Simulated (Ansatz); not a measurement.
`C[SiH2]F` + `[NH2][Al]([F])[Br]` → `C[NH][Al]([F])[Br]` + `F[SiH3]` at 400 K and 1 bar (substitution at a C–Si bond).

Program: Ansatz. Geometries: PBE0-D4/def2-TZVP. ΔE: electronic, gas phase. CCSD(T)/CBS adds triple-zeta CCSD(T) − MP2 to the extrapolated MP2 energy (def2 sets, frozen cores). This one scheme is used for every species. For Br outer-core shells are correlated without core-valence functions, which leaves a few kJ/mol of doubt a bond. Scalar relativity is left out up to krypton. One conformer a species, not always the lowest.

| species | CCSD(T)/CBS energy (Eh) | H − E (kJ/mol) | S (J/(mol·K)) |
| --- | --- | --- | --- |
| `C[SiH2]F` | -430.00374 | 171.0 | 310.0 |
| `[NH2][Al]([F])[Br]` | -2971.22802 | 104.6 | 354.5 |
| `C[NH][Al]([F])[Br]` | -3010.47210 | 186.2 | 395.7 |
| `F[SiH3]` | -390.72345 | 88.0 | 253.8 |

H − E and S are ideal-gas, rigid-rotor, harmonic terms from PBE0-D4/def2-TZVP, for one conformer and one mirror image of each species. 1 Eh = 2625.50 kJ/mol, R = 8.31446 J/(mol·K).

**Question.** By hand: ΔE, ΔH, ΔS and ΔG.

**Answer.** ΔE = (-3010.47210) + (-390.72345) − (-430.00374) − (-2971.22802) = 0.03621 Eh = 95.1 kJ/mol. Δ(H − E) = 186.2 + 88.0 − 171.0 − 104.6 = -1.4, so ΔH = 93.7 kJ/mol. ΔS = 395.7 + 253.8 − 310.0 − 354.5 = -15.0 J/(mol·K). ΔG = 93.7 − 400 × (-15.0)/1000 = 99.7 kJ/mol.

**Question.** By hand: the equilibrium constant, and the temperature at which ΔG would vanish if ΔH and ΔS stayed fixed.

**Answer.** log₁₀ K = −ΔG/(RT ln 10) = -13.0. ΔH and −TΔS have one sign here, so there is no such temperature.

ΔH outweighs TΔS. A doubt of 5 kJ/mol in ΔE shifts log₁₀ K by 0.7 here. Other conformers and mirror images would add mixing entropy, several J/(mol·K) or more a flexible species. These are equilibria of isolated gas molecules and say nothing of rates. Largest T1 diagnostic: 0.011 (customary marks: 0.02 for closed shells, 0.045 for open ones).
